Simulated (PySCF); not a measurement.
r2SCAN on Sc⁺ (scandium, charge +1), [Ar] 3d1 4s1, high-spin 3D determinant. Calculation: PySCF 2.14, in pcseg-2; the non-relativistic Hamiltonian (point nucleus).

```
cycle= 17 E= -760.351972570729  delta_E= -0.00287  |g|= 0.0561  |ddm|= 1.26
cycle= 18 E= -760.351896960041  delta_E= 7.56e-05  |g|= 0.0582  |ddm|= 0.129
cycle= 19 E= -760.351483998363  delta_E= 0.000413  |g|= 0.0651  |ddm|= 0.0108
cycle= 20 E= -760.352842748371  delta_E= -0.00136  |g|= 0.0388  |ddm|= 0.0472
cycle= 21 E= -760.346996156237  delta_E= 0.00585  |g|= 0.0731  |ddm|= 1.28
cycle= 22 E= -760.348646826409  delta_E= -0.00165  |g|= 0.0508  |ddm|= 0.0535
cycle= 23 E= -760.352828010553  delta_E= -0.00418  |g|= 0.0405  |ddm|= 1.28
cycle= 24 E= -760.353047804851  delta_E= -0.00022  |g|= 0.0361  |ddm|= 0.0377
cycle= 25 E= -760.353732456521  delta_E= -0.000685  |g|= 0.00903  |ddm|= 0.0558
cycle= 26 E= -760.353776307467  delta_E= -4.39e-05  |g|= 0.000895  |ddm|= 0.0185
cycle= 27 E= -760.353776683055  delta_E= -3.76e-07  |g|= 6.32e-05  |ddm|= 0.000948
cycle= 28 E= -760.35377668507  delta_E= -2.01e-09  |g|= 1.23e-05  |ddm|= 0.000134
cycle= 29 E= -760.353776685152  delta_E= -8.21e-11  |g|= 8.31e-07  |ddm|= 2.19e-05
converged SCF energy = -760.353776685152  <S^2> = 2.00107  2S+1 = 3.0007132
```

Highest occupied orbital energy: -9.591 eV; ⟨L²⟩ = 8.82; populations by l: s 6.53, p 12.00, d 1.47, f 0.00.

(1) Can this result be used?

## Answers

(1) Not for this state. Self-consistency was reached. ⟨L²⟩ = 8.82 against 6 for a pure D term, so this real determinant mixes terms. The s, p, d and f populations moved away from the nominal configuration during the SCF.
